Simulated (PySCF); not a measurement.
**TlI: one state, many levels of theory**

State: ¹Σ⁺ (singlet), closed shell. Set-up: Tl cc-pVDZ-PP with ECP60, I cc-pVDZ-PP with ECP28; scalar-relativistic core potentials (PySCF 2.14). De refers to Tl + I in their high-spin ground configurations, without counterpoise correction. A positive dipole means Tl(−)I(+).

```
      Level  Re (Å)  ωe (cm⁻¹)  De (eV)  μ (D)
        RHF   2.924        139     2.50  -5.62
    RHF-MP2   2.874        151     3.35    n/a
RHF-SCS-MP2   2.890        148     3.23    n/a
   RHF-CCSD   2.890        148     3.15    n/a
RHF-CCSD(T)   2.888        149     3.22    n/a
        PBE   2.886        146     3.67  -4.24
       BP86   2.888        145     3.63  -4.28
       TPSS   2.890        145     3.68  -4.52
     r²SCAN   2.870        150     3.62  -4.51
      M06-L   2.915        141     3.74  -4.77
       PBE0   2.868        149     3.56  -4.61
      ωB97X   2.866        150     3.56  -4.80
```

(1) Which functional lies closest to RHF-CCSD(T) in De, which farthest, and by how much do they differ from it?

(2) What does a quarter of exact exchange do here, going from PBE to PBE0?

(3) What does the step from GGA to meta-GGA do here, going from PBE to r²SCAN?

Correlated steps freeze 8 core orbitals. Correlated levels converge slowly with the basis: in double zeta they bind strong bonds too weakly, by up to about 1 eV, and carry superposition errors of some tenths. These are scalar-relativistic numbers at best; spin–orbit coupling would shift them, the dissociation energy most. Where the molecule has an RHF reference, its open-shell atoms are computed with UHF.

## Answers

(1) Closest is PBE0 (-2.0 pm in Re, +0.0 % in ωe, +0.34 eV in De against RHF-CCSD(T) in the same basis), farthest M06-L (+2.7 pm in Re, -5.4 % in ωe, +0.52 eV in De). CCSD(T) converges more slowly with the basis than the functionals do and binds too weakly in this one, so the order can change at the basis-set limit.

(2) PBE0 less PBE: -1.8 pm in Re, +2.1 % in ωe, -0.11 eV in De. Exact exchange removes part of the self-interaction that spreads semilocal densities, and in most molecules shortens and stiffens the bond and lowers De; so it does here.

(3) r²SCAN less PBE: -1.6 pm in Re, +2.7 % in ωe, -0.05 eV in De.
